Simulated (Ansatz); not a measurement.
Consider the hydrogenolysis of a C–F bond: `C[SiH2]C(F)(F)F` + H₂ → `C[SiH2]C(F)F` + H–F.

Calculated with Ansatz (gas phase, PBE0-D4/def2-TZVP geometries, no zero-point term in ΔE). CCSD(T)/CBS is the MP2 limit (def2-TZVPP, def2-QZVPP) plus CCSD(T) − MP2 in def2-TZVPP, frozen cores. This one scheme is used for every species. DFT in def2-TZVPP. B3LYP here is the variant with VWN-RPA as its local correlation; programs differ in this. Each species was taken in one conformer, which may not be the lowest.

CCSD(T)/CBS gives -10.3 kcal/mol.

(1) Another level gave -5.3 kcal/mol. Which?
A. SCS-MP2/def2-TZVPP
B. ωB97X-V/def2-TZVPP
C. B3LYP-D4/def2-TZVPP
D. r2SCAN/def2-TZVPP

Largest T1 diagnostic among the species: 0.012.

Results:

(1) D. r2SCAN -5.3, SCS-MP2/def2-TZVPP -9.8, B3LYP-D4 -8.0, ωB97X-V -6.7 kcal/mol.

From PBE to PBE0 (25 % exact exchange), in def2-TZVPP and without D4, ΔE moves by −1.2 kcal/mol.
